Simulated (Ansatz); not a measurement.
Several settings on one geometry of Ge₂O⁺ (that of the charge 1 doublet, PBE0-D4/def2-TZVP). Ansatz on 4 threads of Arm Neoverse V2 on a shared host; times are rough.

Cartesian coordinates in Å:
```
Ge 0.101 -0.895 1.508
Ge -0.101 0.895 -1.508
O 0.000 0.000 0.000
```

Totals from different functionals, basis sets or treatments of relativity can't be compared as stabilities.

DK, ANO-RCC and x2c sets are all-electron and run with scalar relativity unless a key says otherwise. LC-ωPBE has ω = 0.4 bohr⁻¹.

The spins typed aren't always the lowest for that charge.

(1) Give the basis size and estimate the energy, ⟨S²⟩ and time of these runs.

```tsv
run	method	charge	state	further keys
1	UKS r2SCAN50-D3(BJ)-ATM/cc-pVDZ	1	doublet	scf: {omitted_lower_state_checks: [starts]}
2	RKS LC-ωPBE/def2-SVPD	0	singlet	scf: {lower_state_search: off}; forces asked
3	UKS B3LYP5/cc-pVTZ-DK	1	quartet	nuclear_model: gaussian; pseudopotentials: {relativity: scalar}; forces asked
```

## Answers

(1) 
```tsv
run	functions	energy (Eh)	⟨S²⟩	wall time
1	68	-4228.7426	0.78	36 s
2	99	-4227.9564	–	0.8 s
3	116	-4272.3268	3.76	9.5 s
```

A triplet lies near this restricted singlet, and broken spin symmetry wasn't tried.
